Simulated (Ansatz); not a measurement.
**Energy profile**

The step: Si₂H₃ClOF₂ ([F][Si]([F])([Cl])[O][SiH3]) + H₂O + HF → SiHClOF₂ ([OH][Si]([F])([F])[Cl]) + SiH₄O ([OH][SiH3]) + HF (still joined by a long Si–O bond); bonds formed: Si1–O8, O2–H9, H7–F10; bonds broken: H7–O8, H9–F10; bonds weakened to dative contacts: Si1–O2 (atoms numbered as in the saddle structure below).

```
14
angstrom
Si -0.2526 0.5814 1.1177
O -0.0178 -0.1345 -0.5122
Si -1.1060 -0.1862 -1.7956
F -0.0526 2.0558 0.5549
F -0.2315 0.9986 2.6934
Cl -2.1830 -0.1493 1.2023
H 1.8584 -0.6574 0.6716
O 1.2270 -0.3182 1.4886
H 1.1009 -0.5462 -0.7158
F 2.1555 -0.9136 -0.5454
H -1.9489 -1.3975 -1.7065
H -0.2448 -0.2561 -3.0001
H -1.9217 1.0455 -1.7980
H 1.6170 -0.1222 2.3454
```

Electronic energies by CCSD(T) at an estimated basis limit (MP2 extrapolated from triple and quadruple zeta, plus CCSD(T) − MP2 in triple zeta), on PBE0-D4/def2-TZVP structures; Si2H6ClO2F3, closed shell; no counterpoise correction. Program: Ansatz 0.2.0. Basis: def2-TZVPP and def2-QZVPP. Cores are frozen in the correlated methods. Extrapolation: Hartree–Fock as exp(−7.88 √X), correlation as X^−2.97.

Problem. Give the profile in kJ/mol, counted from the separated reactants. (Judge from chemistry; the value comes from the calculation.)

Solution. Computed:
```csv
point,kJ/mol
"separated: Si2H3ClOF2 (linked as [F][Si]([F])([Cl])[O][SiH3]; Si1, O2, Si3, F4, F5, Cl6, H11, H12, H13; singlet) + H2O (H7, O8, H14; singlet) + HF (H9, F10; singlet)",0.0
start structure,-41.1
saddle,21.9
end structure,-22.0
"separated: SiHClOF2 (linked as [OH][Si]([F])([F])[Cl]; Si1, F4, F5, Cl6, O8, H14; singlet) + SiH4O (linked as [OH][SiH3]; O2, Si3, H9, H11, H12, H13; singlet) + HF (H7, F10; singlet)",25.4
```

The T1 diagnostic stays at or below 0.012.

For scale, one of the runs: CCSD(T)/def2-TZVPP, 365 basis functions, launched by `ansatz run in.yaml --threads 4 --pin off --events-out ev --progress --plain --max-ram 66560MiB --backend cuda --devices 0, --max-vram 37GiB`. The run took 25 s on 4 CPU threads of an AMD EPYC 7R13 and a share of one NVIDIA H100 (shared host), with 0.87 GiB of host memory at its peak.
